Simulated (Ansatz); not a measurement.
Reaction R1 → P1 + P2, each structure at its B3LYP-D3(BJ)/def2-SVP stationary point, reached from a drawn start (curvature not checked).
R1, Cl2Fe (SMILES [Cl][Fe][Cl]) (charge 0, multiplicity 5):
```xyz
3

Fe     0.000     0.000     0.000
Cl     2.152    -0.004     0.008
Cl    -2.152     0.004    -0.008
```
P1, ClFe (SMILES [Cl][Fe]) (charge 0, multiplicity 6):
```xyz
2

Fe    -0.009    -0.019    -1.100
Cl     0.009     0.019     1.100
```
P2: Cl atom, charge 0, multiplicity 2.

P less R. No zero-point or thermal terms; open shells are unrestricted; no spin–orbit coupling. The spin states of the d-block species are the ones drawn and need not be the lowest.

Cores are frozen in the correlated methods.

Run with Ansatz (a first-principles code). All values are computed, each at the level named.

Total energies in hartree:

```tsv
structure	PBE/def2-TZVPP	r2SCAN/def2-TZVPP	CCSD(T)/def2-QZVPP
R1	-2183.655634	-2184.193566	-2182.355740
P1	-1723.514638	-1723.898554	-1722.487561
P2	-459.958430	-460.116931	-459.695345
```

Work out the reaction energy at each level in kJ/mol (1 hartree = 2625.49964 kJ/mol), and say how far PBE/def2-TZVPP lies from CCSD(T)/def2-QZVPP.


- PBE/def2-TZVPP: (-1723.514638) + (-459.958430) − (-2183.655634) = 0.182566 hartree = 479.3 kJ/mol
- r2SCAN/def2-TZVPP: (-1723.898554) + (-460.116931) − (-2184.193566) = 0.178081 hartree = 467.6 kJ/mol
- CCSD(T)/def2-QZVPP: (-1722.487561) + (-459.695345) − (-2182.355740) = 0.172834 hartree = 453.8 kJ/mol
PBE/def2-TZVPP less CCSD(T)/def2-QZVPP: 25.5 kJ/mol. CCSD(T)/def2-QZVPP is the level counted from, the highest shown, and no exact or measured value.
